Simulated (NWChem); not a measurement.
Species: BO cation

```xyz
2

B      0.0000     0.0000    -0.7253
O      0.0000     0.0000     0.4611
```
Atoms are numbered in this order, from 1.

Geometry: optimised at PBE0/def2-SVP.

Hartree-Fock couplings suffer from near triplet instabilities.

Task: Split the isotropic spin-spin couplings (Hz) from Hartree-Fock/pcJ-1 (NWChem) into Fermi-contact, spin-dipolar, paramagnetic and diamagnetic spin-orbit terms, for the pairs 1–2.

Result: 
```csv
pair,FC,SD,PSO,DSO,total
11B(1)–17O(2),-113.42,-68.12,-53.04,0.04,-234.54
```
